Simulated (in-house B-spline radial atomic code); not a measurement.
## RPA and G0W0 on BHandHLYP: Xe⁷⁺

Configuration [Kr] 4d10 5s1, highest spin, mean-field start BHandHLYP. Computed with an all-electron radial atomic-structure program (B-spline basis): all electrons, non-relativistic, point nucleus, each spin shell either full or empty, empty states to l = 9 with an (l + 1/2)⁻⁴ tail; G0W0 by contour deformation at full frequency.

Without relativity these are model numbers: it shifts the levels of so heavy an element strongly and can reorder them.

Command:
```bash
python run_gw.py task.json out
```
Settings (radii: box in bohr, nucleus in fm):
```
Z                        54
electrons                47
configuration            [Kr] 4d10 5s1
hamiltonian              nr
method                   bhandhlyp
lmax                     9
spin_polarised           True
box_radius               8.41
intervals                51
ion_configuration        [Kr] 4d10
```

Run time, properties included: 8.3 s on 1 thread of Arm Neoverse N1, on a shared host.

Energies (hartree):

| term | value |
| --- | --- |
| mean-field total | -7223.31876 |
| Hartree-Fock functional on these orbitals | -7220.84488 |
| direct second order | -3.9891 |
| second-order exchange | 1.101 |
| SOSEX correction | 1.0401 |

(1) What is the RPA correlation energy, and what remains with SOSEX?

Quasi-particle levels (eV):

| level | occupied | mean field | Σx - vxc | Σc | QP weight | G0W0 |
| --- | --- | --- | --- | --- | --- | --- |
| 5s up | yes | -99.49 | -1.42 | ? | ? | ? |
| 4d down | yes | -159.52 | -5.91 | 0.20 | 0.967 | -165.23 |
| 5s down | no | -92.12 | 5.78 | -2.78 | 0.968 | -89.12 |

G0W0 = mean field + (Σx - vxc) + Σc, with Σc (partial-wave tail included) taken at the quasi-particle energy. Only the outer levels were computed. Levels of low weight are left out.

(2) Where does G0W0 put 5s up?

(3) What does it cost to remove one electron (to [Kr] 4d10) by differences of total energies, each species on its own start (correlation terms add to the Hartree-Fock functional)?

Answers

(1) RPA gives -3.5931 hartree (-2.08 eV per electron); RPA + SOSEX gives -2.553, and the second-order doubles -2.8881 hartree (no singles). SOSEX takes back 29 % of the RPA value.

(2) At -103.14 eV, with Σc = -2.22 eV and a quasi-particle weight of 0.978. The tabulated removal energy is 105.978 ± 0.0025 eV (NIST, measured); the calculation leaves out relativity, Breit and QED terms, and what these don't explain is the method's own error.

(3) BHandHLYP 102.79 eV, Hartree-Fock functional 100.75 eV, + RPA 102.86 eV, + RPA + SOSEX 102.19 eV, + second order 102.96 eV. Tabulated: 105.978 ± 0.0025 eV (NIST, measured); the calculation leaves out relativity, Breit and QED terms, and what these don't explain is the method's own error.
